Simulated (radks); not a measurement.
Results of a calculation; reference values are marked as such.
Neutral argon inside a hard spherical wall (all orbitals vanish at R), configuration held at [Ar] and not refilled when levels cross. Code: a radial shooting solver on a logarithmic mesh with Libxc functionals. Model: non-relativistic Kohn-Sham, PBE, spin-unpolarised, spherical densities, point nucleus. Eigenvalues in eV, with the zero of energy where the potential of the charges vanishes at infinity; a dash marks a level that is unbound or too diffuse for the functional's potential to be trusted. A positive occupied level is held by the wall or, in an anion where self-interaction has pushed it up, behind a barrier. The pressure on the wall is -dE/dV.

R (bohr),E (hartree),kinetic (hartree),e(2s),e(2p),e(3s),e(3p),"e(4s, empty)","e(4p, empty)",pressure (GPa)
free,-527.34613,526.733,-294.73,-229.77,-24.061,-10.286,-,-,0
20,-527.34613,526.733,-294.73,-229.77,-24.061,-10.286,-,-,< 0.0001
6,-527.34293,526.763,-294.53,-229.57,-23.911,-10.137,3.333,6.950,0.363
5,-527.32764,526.876,-293.93,-228.96,-23.475,-9.684,7.076,12.035,3.06
4,-527.23425,527.438,-291.58,-226.59,-21.856,-7.925,16.627,23.743,30.2
3.5,-527.06055,528.341,-288.48,-223.45,-19.754,-5.568,27.072,35.638,104
3,-526.58870,530.488,-282.30,-217.16,-15.445,-0.666,46.562,56.725,393
2.5,-525.23222,535.754,-269.98,-204.58,-5.968,10.064,85.781,97.208,1670
2,-521.00173,549.462,-245.51,-179.37,17.570,35.877,173.13,183.46,8530
1.5,-505.78810,590.222,-195.42,-126.98,90.070,110.49,401.31,398.40,59100
